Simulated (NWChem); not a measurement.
CH3ClOPb, singlet; SMILES C[O][Pb][Cl]

```xyz
7

Pb     0.5391    -0.0359     0.0000
Cl    -1.6401    -1.2659     0.0000
O     -0.2343     1.9083     0.0000
C     -1.5619     2.3332     0.0000
H     -2.2882     1.4985     0.0000
H     -1.7675     2.9588     0.8896
H     -1.7675     2.9588    -0.8896
```
Atoms are numbered in this order, from 1.

Level: PBE0/def2-SVP with def2 effective core potentials on Pb (NWChem), optimised geometry, unscaled harmonic frequencies. Low-valent species are run as closed-shell singlets; no triplet was tried in these runs. def2 effective core potentials on Pb; no spin-orbit coupling.

```csv
frequency (cm⁻¹),IR intensity (km/mol)
111,4.2
115,0.1
136,16.2
239,4.8
315,52.5
482,66.5
1149,203.0
1167,1.7
1186,1.0
1461,34.0
1468,6.1
1473,0.9
2990,118.0
3069,47.0
3080,22.4
```

```yaml
zero_point_energy: 26.4 kcal/mol
thermal correction to the enthalpy at 298.15 K (with zero-point energy): 30.8 kcal/mol
heat capacity Cv: 17.4 cal/(mol K)
entropy at 298.15 K and 1 atm (symmetry number 1): 84.0 cal/(mol K)
```

Rigid rotor and harmonic oscillator.
